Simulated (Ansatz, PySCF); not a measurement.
oxetane-3-carbonitrile (C4H5NO), SMILES N#CC1COC1. Atoms are numbered in the order given.

```xyz
11

N      2.6020    -0.2618     0.0000
C      1.5090     0.1360     0.0000
C      0.1327     0.6043     0.0000
C     -0.8594     0.0063    -1.0313
O     -1.8201    -0.2565     0.0000
C     -0.8594     0.0063     1.0313
H      0.1192     1.7042     0.0000
H     -1.2390     0.7004    -1.7974
H     -0.4927    -0.9168    -1.5136
H     -1.2390     0.7004     1.7974
H     -0.4927    -0.9168     1.5136
```

Geometry optimised at TPSSh-D3(BJ)/def2-SVP.

Two levels are set side by side: PBE-D3(BJ)/def2-SVP (Ansatz, a first-principles code) and TPSSh-D3(BJ)/def2-SVP (PySCF). Each level has its own optimised geometry; the coordinates shown are those of the second. Frequencies come from the Hessian of PySCF at each geometry. Differences are taken from unrounded values.

| quantity | TPSSh-D3(BJ) |
|---|---|
| mean bond length (Å) | 1.282 |
| bond N1–C2 (Å) | 1.163 |
| bond C2–C3 (Å) | 1.454 |
| bond C3–C4 (Å) | 1.551 |
| bond C3–C6 (Å) | 1.551 |
| bond C4–O5 (Å) | 1.434 |
| bond O5–C6 (Å) | 1.434 |
| bond C3–H7 (Å) | 1.100 |
| bond C4–H8 (Å) | 1.101 |
| bond C4–H9 (Å) | 1.104 |
| bond C6–H10 (Å) | 1.101 |
| bond C6–H11 (Å) | 1.104 |
| highest harmonic wavenumber (cm⁻¹) | 3108 |
| mean harmonic wavenumber (cm⁻¹) | 1394 |
| zero-point energy (kcal/mol) | 53.82 |

Question: What does PBE-D3(BJ) give, and how far is it from TPSSh-D3(BJ)? (Estimate from the structure and the level; the computed values follow.)

Answer: 
```csv
quantity,PBE-D3(BJ),PBE-D3(BJ) minus TPSSh-D3(BJ)
mean bond length (Å),1.288,0.007
bond N1–C2 (Å),1.172,0.009
bond C2–C3 (Å),1.453,-0.001
bond C3–C4 (Å),1.555,0.004
bond C3–C6 (Å),1.555,0.004
bond C4–O5 (Å),1.437,0.003
bond O5–C6 (Å),1.437,0.003
bond C3–H7 (Å),1.109,0.009
bond C4–H8 (Å),1.111,0.010
bond C4–H9 (Å),1.114,0.010
bond C6–H10 (Å),1.111,0.010
bond C6–H11 (Å),1.114,0.010
highest harmonic wavenumber (cm⁻¹),3031,-77
mean harmonic wavenumber (cm⁻¹),1354,-41
zero-point energy (kcal/mol),52.25,-1.57
```

GGA bonds tend to be longer and softer than those of functionals with exact exchange. Differences between two approximate levels are no errors against the true value.
